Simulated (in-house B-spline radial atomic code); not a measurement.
A fraction x of an electron is removed from 3d in Nb⁴⁺, starting from [Kr] 4d1 and keeping the highest spin. Level of theory: non-relativistic SCAN, spin-polarised, spherical fractional occupations, point nucleus; calculated with a B-spline radial code for spherical atoms.

```json
{"x": "0", "E(x) - E(0) (eV)": "0.0000", "3d down level (eV)": "-249.128"}
{"x": "0.04", "E(x) - E(0) (eV)": "9.9942", "3d down level (eV)": "-250.583"}
{"x": "0.17", "E(x) - E(0) (eV)": "42.8785", "3d down level (eV)": "-255.335"}
{"x": "0.34", "E(x) - E(0) (eV)": "?", "3d down level (eV)": "?"}
{"x": "0.41", "E(x) - E(0) (eV)": "105.2198", "3d down level (eV)": "-264.195"}
{"x": "0.5", "E(x) - E(0) (eV)": "129.1480", "3d down level (eV)": "-267.547"}
{"x": "0.52", "E(x) - E(0) (eV)": "?", "3d down level (eV)": "?"}
{"x": "0.69", "E(x) - E(0) (eV)": "180.6579", "3d down level (eV)": "-274.674"}
{"x": "0.83", "E(x) - E(0) (eV)": "219.4824", "3d down level (eV)": "-279.968"}
{"x": "0.9", "E(x) - E(0) (eV)": "239.1732", "3d down level (eV)": "-282.627"}
{"x": "1", "E(x) - E(0) (eV)": "267.6266", "3d down level (eV)": "-286.443"}
```

Problem. What belongs in the row x = 0.34?

Solution. An energy change of 86.8171 eV; 3d down at -261.599 eV.

Problem. What belongs in the row x = 0.52?

Solution. An energy change of 134.5064 eV; 3d down at -268.294 eV.

Problem. Check Janak's theorem between x = 0.04 and 0.17.

Solution. The slope of the energy is 252.96 eV; the orbital levels give 252.96 eV (-ε of the emptying orbital, averaged over the two points).
